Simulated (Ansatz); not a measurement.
AlH5O2Si (`[OH][Al]([OH])[SiH3]`), relaxed with RKS PBE-D4/def2-SVP in the Gaussian-basis code of Ansatz from a rough embedded geometry. The force threshold is 0.03 eV/Å; the program also tests the step.

The species carries charge 0 and has multiplicity 1.

Start:

```xyz
9

O    -1.109   -0.695    1.860
Al   -0.305   -0.642    0.280
O    -0.208   -2.158   -0.697
Si    0.623    1.291   -0.569
H    -0.403   -0.902    2.562
H    -1.049   -2.162   -1.273
H     2.074    1.140   -0.772
H     0.417    2.391    0.439
H    -0.039    1.738   -1.831
```

| step | energy (eV) | largest force (eV/Å) | largest move (Å) |
| --- | --- | --- | --- |
| 1 | -18632.0726 | 1.786 | 0.000 |
| 2 | -18632.3365 | 1.116 | 0.193 |
| 3 | -18632.5404 | 0.343 | 0.200 |
| 4 | -18632.6183 | 0.408 | 0.200 |
| 5 | -18632.7146 | 0.132 | 0.200 |
| 6 | -18632.7444 | 0.051 | 0.152 |
| 7 (rejected) | -18632.7405 | 0.122 | 0.043 |
| 8 | -18632.7453 | 0.006 | 0.022 |

End:

```xyz
9

O    -0.668   -0.663    1.921
Al   -0.286   -0.585    0.247
O    -0.528   -1.866   -0.873
Si    0.685    1.475   -0.605
H    -1.037   -1.421    2.398
H    -0.897   -2.742   -0.687
H     2.156    1.299   -0.892
H     0.547    2.603    0.385
H     0.027    1.900   -1.893
```

Run time 14 s (2 threads of an Arm Neoverse V1 on a shared host); peak host memory 0.13 GiB.
